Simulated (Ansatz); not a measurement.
`BC[SiH2][NH][AlH2]` + H–F → `BC[SiH2]F` + `[NH2][AlH2]`  (ligand exchange at the Si–N bond)

Gas-phase electronic energies from Ansatz, PBE0-D4/def2-TZVP geometries. CBS: MP2 limit from def2 TZ/QZ plus the TZ coupled-cluster correction, frozen cores. This one scheme is used for every species. Functionals use def2-TZVPP. Each species was taken in one conformer, which may not be the lowest.

(1) Is it downhill or uphill in electronic energy at CCSD(T)/CBS, and by how much? (Best estimate.)

(2) What do these levels give: r2SCAN-D4, PBE0-D4, ωB97X-V, B2PLYP, r2SCAN, PBE0, MP2/def2-TZVPP, CCSD/def2-TZVPP, MP2/def2-QZVPP, SCS-MP2/def2-QZVPP, HF/CBS(def2), CCSD/CBS(def2)? (Estimate.)

Largest T1 diagnostic among the species: 0.012.

Results:

(1) Ansatz gave: Downhill: ΔE = -74.7 kJ/mol.

(2) The calculation gave: r2SCAN-D4 -82.1, PBE0-D4 -72.7, ωB97X-V -82.1, B2PLYP -85.6, r2SCAN -84.3, PBE0 -79.1, MP2/def2-TZVPP -72.0, CCSD/def2-TZVPP -78.0, MP2/def2-QZVPP -72.7, SCS-MP2/def2-QZVPP -78.7, HF/CBS(def2) -98.7, CCSD/CBS(def2) -78.4 kJ/mol.

The D4 term adds +11.3 kJ/mol with B3LYP and +6.5 kJ/mol with PBE0; it sums over pairs of atoms, weighted by their polarisabilities, and B3LYP, whose exchange is more repulsive, gets the larger term. In def2-TZVPP, CCSD(T) changes the Hartree–Fock value by +23.1 kJ/mol (the triples alone add +3.7 kJ/mol) and MP2 by +25.3 kJ/mol.

B3LYP here is the variant with VWN-RPA as its local correlation; programs differ in this.
